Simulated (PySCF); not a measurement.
PySCF input (BP86/def2-SVP):

```python
from pyscf import gto, dft

mol = gto.M(
    atom='''
    In   -0.00000000   -0.00000000   -0.67617906
    Cl    0.00000000    0.00000000    1.94898670
    ''',
    basis='def2-svp',
    ecp='def2-svp',
    charge=-1,
    spin=1,
    symmetry='C2v',
    verbose=4,
)

mf = dft.UKS(mol, xc='bp86')
mf.grids.level = 3
mf.conv_tol = 1e-9
mf.max_cycle = 100
mf.max_memory = 1500
mf.kernel()
if not mf.converged:
    mf = mf.newton()
    mf.kernel(mf.make_rdm1())
mf.dip_moment()
```

Task: Predict the final energy.

Result: -650.43022 Eh.
